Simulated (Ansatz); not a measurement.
`O[SiH]1C=C1` + HCl → `Cl[SiH]1C=C1` + H₂O at 298.15 K and 1 bar (ligand exchange at the Si–O bond).

Calculated with Ansatz (gas phase, PBE0-D4/def2-TZVP geometries, no zero-point term in ΔE). CBS: MP2 limit from def2 TZ/QZ plus the TZ coupled-cluster correction, frozen cores. This one scheme is used for every species. One conformer a species, not always the lowest.

```tsv
species	CCSD(T)/CBS energy (Eh)	H − E (kJ/mol)	S (J/(mol·K))
`O[SiH]1C=C1`	-442.74227	156.2	290.6
HCl	-460.38127	26.6	186.8
`Cl[SiH]1C=C1`	-826.74464	122.5	296.7
H₂O	-76.37941	66.4	188.7
```

H − E and S are ideal-gas, rigid-rotor, harmonic terms from PBE0-D4/def2-TZVP, for one conformer and one mirror image of each species. 1 Eh = 2625.50 kJ/mol, R = 8.31446 J/(mol·K).

Q: By hand: ΔE, ΔH, ΔS and ΔG.

A: ΔE = (-826.74464) + (-76.37941) − (-442.74227) − (-460.38127) = -0.00051 Eh = -1.3 kJ/mol. Δ(H − E) = 122.5 + 66.4 − 156.2 − 26.6 = 6.1, so ΔH = 4.8 kJ/mol. ΔS = 296.7 + 188.7 − 290.6 − 186.8 = 8.0 J/(mol·K). ΔG = 4.8 − 298.15 × (8.0)/1000 = 2.4 kJ/mol.

Q: By hand: the equilibrium constant, and the temperature at which ΔG would vanish if ΔH and ΔS stayed fixed.

A: log₁₀ K = −ΔG/(RT ln 10) = -0.4. ΔG = 0 at ΔH/ΔS = 600 K, though so small a ΔH makes that figure unsure.

TΔS isn't small against ΔH here. The sign of ΔG lies within the doubt. A doubt of 5 kJ/mol in ΔE shifts log₁₀ K by 0.9 here. Other conformers and mirror images would add mixing entropy, several J/(mol·K) or more a flexible species. These are equilibria of isolated gas molecules and say nothing of rates. Largest T1 diagnostic: 0.012 (customary marks: 0.02 for closed shells, 0.045 for open ones).
